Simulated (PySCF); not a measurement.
**Electronic structure of I⁺ (iodine, charge +1) at the UHF level**

Configuration: [Kr] 4d10 5s2 5p3 5d1, high-spin 5D determinant (an excited configuration). Computed with PySCF 2.14 in x2c-TZVPPall with one added diffuse shell each of s, p, d, f type (9s7p5d3f, 76 functions), with scalar relativity by spin-free X2C-1e.

- Total energy: -7111.955711 hartree
- One-electron energy: -9727.6678 hartree
- Hartree (Coulomb) energy: 2795.7839 hartree
- Exchange energy: -180.0719 hartree
- ⟨S²⟩: 6.0016
- ⟨L²⟩: 6.040
- Sum of ⟨r⟩: 36.18 bohr
- Sum of ⟨r²⟩: 60.64 bohr²
- Traceless quadrupole moment −½Σ⟨3z² − r²⟩ along its main axis: 4.92 e·bohr²
- Langevin diamagnetic susceptibility: -48.0 ×10⁻⁶ cm³/mol

| shell | electrons | mean orbital energy (hartree) | spread (hartree) | rms radius, mean of both spins (bohr) |
| --- | --- | --- | --- | --- |
| 1s α | 1 | -1225.41263 | 0 | 0.0311 |
| 1s β | 1 | -1225.40491 | 0 | 0.0311 |
| 2s α | 1 | -193.37942 | 0 | 0.127 |
| 2s β | 1 | -193.37569 | 0 | 0.127 |
| 2p α | 3 | -173.48763 | 0.00008 | 0.113 |
| 2p β | 3 | -173.47964 | 0.00115 | 0.113 |
| 3s α | 1 | -40.97530 | 0 | 0.334 |
| 3s β | 1 | -40.96615 | 0 | 0.334 |
| 3p α | 3 | -34.35852 | 0.00175 | 0.335 |
| 3p β | 3 | -34.34531 | 0.00236 | 0.335 |
| 3d α | 5 | -24.39676 | 0.00370 | 0.313 |
| 3d β | 5 | -24.39084 | 0.00256 | 0.313 |
| 4s α | 1 | -8.23360 | 0 | 0.787 |
| 4s β | 1 | -8.20723 | 0 | 0.787 |
| 4p α | 3 | -6.06236 | 0.00219 | 0.845 |
| 4p β | 3 | -6.03197 | 0.00558 | 0.845 |
| 4d α | 5 | -2.77786 | 0.01002 | 0.990 |
| 4d β | 5 | -2.75504 | 0.00743 | 0.990 |
| 5s α | 1 | -1.39717 | 0 | 2.05 |
| 5s β | 1 | -1.09723 | 0 | 2.05 |
| 5p α | 3 | -0.86384 | 0.00874 | 2.43 |
| 5d α | 1 | -0.30398 | 0 | 4.15 |

The outer electron is Rydberg-like, and this basis confines it to a smaller radius and binds it less than a complete one would.

Densities and radii are taken from the X2C orbitals without a picture-change correction, which distorts them close to the nucleus.

Spin-orbit constants ζ (cm⁻¹) from the X2C one-electron operator on these orbitals: bare nucleus, nucleus screened by l(l+1)(2l+1)/3 electrons, and screened by the Breit-Pauli mean field of the electrons.

```csv
shell,bare,screened nucleus,mean field
2p,1588000,1528000,1502000
3p,303300,291800,286200
3d,46110,37410,35980
4p,55950,53830,52690
4d,6524,5293,5009
5p,5782,5564,5433
5d,314.6,255.2,237.4
```

To first order the Landé constant is A = 59.34 cm⁻¹, so the lowest level has J = 0 and lies 0.0441 eV below the centre of the term. This holds in LS coupling only.
